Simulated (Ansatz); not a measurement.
Two members of one family (Same ligands, another metal), computed with Ansatz in the gas phase; def2 core potentials for Ta, no spin–orbit coupling. A dash marks a value that wasn't run or was left out as unsound. The structures are stationary points that may keep the symmetry of their start. Remarks come from the PBE and PBE0 runs and from stability tests at other levels; not every state was tested. HOMO above LUMO (over both spins in singlets and doublets, within one spin in higher multiplets; at PBE or PBE0), or a gap under 0.15 eV within one spin, warns that the state may not be the lowest or that an electron is smeared out.

First: TaF5 (singlet, charge 0, PBE0-D4/def2-SVP geometry).

```tsv
atom	x (Å)	y (Å)	z (Å)
Ta1	0.000	0.000	0.000
F2	0.800	-1.480	0.840
F3	-0.800	1.480	-0.840
F4	0.579	-0.622	-1.647
F5	1.074	1.142	0.990
F6	-1.653	-0.520	0.658
```

```tsv
level	HOMO (eV)	LUMO (eV)	gap (eV)	vertical IE (eV)
PBE-D4/def2-SVP	-10.02	-3.29	6.73	–
PBE-D4/def2-TZVP	-10.17	-3.32	6.85	–
r2SCAN-D4/def2-TZVP	-10.70	-3.26	7.44	13.98
PBE0-D4/def2-SVP	-12.22	-2.67	9.55	–
PBE0-D4/def2-TZVP	-12.27	-2.57	9.69	14.61
```

Metal–donor distances: 5 × F 1.85 to 1.88 Å. Remarks: gap within one spin near zero at PBE or PBE0 (+1 doublet), HOMO above LUMO (+1 doublet).

Second: VF5 (singlet, charge 0, PBE0-D4/def2-SVP geometry).

```xyz
6

V     0.000    0.000    0.000
F    -0.949    1.325    0.551
F     0.947   -1.326   -0.549
F     0.521   -0.282    1.578
F     0.872    1.039   -1.000
F    -1.391   -0.755   -0.578
```

Task: What does the change do? Estimate second minus first.

Result: 
| level | Δ HOMO (eV) | Δ LUMO (eV) | Δ gap (eV) | Δ vertical IE (eV) |
| --- | --- | --- | --- | --- |
| PBE-D4/def2-SVP | 0.17 | -2.68 | -2.86 | – |
| PBE-D4/def2-TZVP | 0.00 | -2.84 | -2.84 | – |
| r2SCAN-D4/def2-TZVP | -0.02 | -3.10 | -3.08 | 0.18 |
| PBE0-D4/def2-SVP | 0.06 | -3.02 | -3.09 | – |
| PBE0-D4/def2-TZVP | -0.04 | -3.03 | -2.99 | 0.12 |

Metal–donor distances: 5 × F 1.69 to 1.72 Å. Remarks: gap within one spin near zero at PBE or PBE0 (+1 doublet), HOMO above LUMO (+1 doublet).
